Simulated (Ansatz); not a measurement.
`BC(F)OC` and `COC(O)F` differ in one atom or group.

Ansatz, PBE0-D4/def2-TZVP geometries, multiplicity 1. Each molecule was computed in one conformer, which needn't be the lowest.

| property | `BC(F)OC` |
| --- | --- |
| HOMO energy (PBE/def2-TZVPP) / eV | -6.96 |
| HOMO–LUMO gap (ωB97M-V/def2-TZVPP) / eV | 11.07 |
| ideal-gas entropy at 298 K and 1 bar (rigid rotor, harmonic PBE0-D4/def2-TZVP) / J/(mol·K) | 333 |
| HOMO energy (B3LYP/def2-TZVPP) / eV | -8.32 |
| LUMO energy (PBE0/def2-TZVPP) / eV | -1.89 |
| HOMO–LUMO gap (PBE/def2-TZVPP) / eV | 3.99 |

(1) Give the same properties after the change, and the shifts. (Best estimate.)

## Answers

(1) Computed: 
```tsv
property	`COC(O)F`	shift
HOMO energy (PBE/def2-TZVPP) / eV	-6.73	0.23
HOMO–LUMO gap (ωB97M-V/def2-TZVPP) / eV	13.57	2.50
ideal-gas entropy at 298 K and 1 bar (rigid rotor, harmonic PBE0-D4/def2-TZVP) / J/(mol·K)	312	-21
HOMO energy (B3LYP/def2-TZVPP) / eV	-8.19	0.13
LUMO energy (PBE0/def2-TZVPP) / eV	1.27	3.16
HOMO–LUMO gap (PBE/def2-TZVPP) / eV	7.12	3.13
```

With PBE0 the HOMO rises by 0.14 eV and the LUMO rises by 3.16 eV, so the gap widens by about 3.02 eV. PBE moves the HOMO by 0.23 eV and ωB97M-V by 0.12 eV. The zero-point energy changes by -12.3 kJ/mol with -3 modes.

Positive LUMOs are unbound, so they and the gaps depend on the basis.

B3LYP here is the variant with VWN-RPA as its local correlation; programs differ in this.
